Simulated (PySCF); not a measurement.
Excitation energy of Cl²⁺ by level of theory

Cl²⁺ [Ne] 3s2 3p3 (4S) → Cl²⁺ [Ne] 3s1 3p4 (4P), as a difference of total energies. Computed with PySCF 2.14 in aug-cc-pwCVDZ (6s5p3d, 36 functions), with the non-relativistic Hamiltonian (point nucleus). Correlated levels: valence: [Ne] frozen. The calculations carry no spin-orbit coupling.

```json
{"method": "UHF", "excitation energy (eV)": "12.894"}
{"method": "MP2 (valence)", "excitation energy (eV)": "12.782"}
{"method": "SCS-MP2 (valence)", "excitation energy (eV)": "12.758"}
{"method": "CCSD (valence)", "excitation energy (eV)": "12.216"}
{"method": "CCSD(T) (valence)", "excitation energy (eV)": "12.156"}
{"method": "CCSDT (valence)", "excitation energy (eV)": "12.126"}
```

**Question.** How much does correlation contribute at CCSD(T) (valence)?

**Answer.** 12.156 − (12.894) = -0.738 eV, measured against UHF.

A first-order spin-orbit estimate (lowest level to lowest level, LS coupling) adds -0.045 eV.

The coupled-cluster amplitudes are large for the upper state (T1 above 0.03 or a double amplitude above 0.15), so a single reference is strained.
